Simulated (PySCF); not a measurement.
## A small calculation by hand: oscillator strength and radiative lifetime

C2H8BeSi, SMILES [SiH3][Be][CH2]C.

The structure is a stationary point at PBE0-D3(BJ)/def2-SVP. The structure was generated by enumeration; whether it is a known compound was not checked. Other conformers were not sampled.

TDDFT-PBE/def2-SVPD run with PySCF puts the first singlet state with f over 0.02 at 5.79 eV (vertical), with the transition dipole (-0.583, 0.256, -0.181) in atomic units.

Q: Find the oscillator strength, the wavelength and the radiative lifetime that this transition would have in vacuum if emission retraced absorption.

A: 
|μ|² = 0.4382 au, so |μ| = 1.68 D. ΔE = 5.79/27.211 = 0.2128 hartree. f = (2/3) ΔE |μ|² = 0.062 (the program prints 0.062).
λ = 1239.84/5.79 = 214 nm; ν = 46699 cm⁻¹.
Einstein's coefficient A = 0.6670 ν² f s⁻¹ (ν in cm⁻¹) = 9.0e7 s⁻¹, so τ = 1/A = 11 ns. This state is S3; the lower singlets have f = 0.001, 0.002. The figure is the radiative limit of this one transition; relaxation, internal conversion, crossing to triplets and a medium change what is measured.
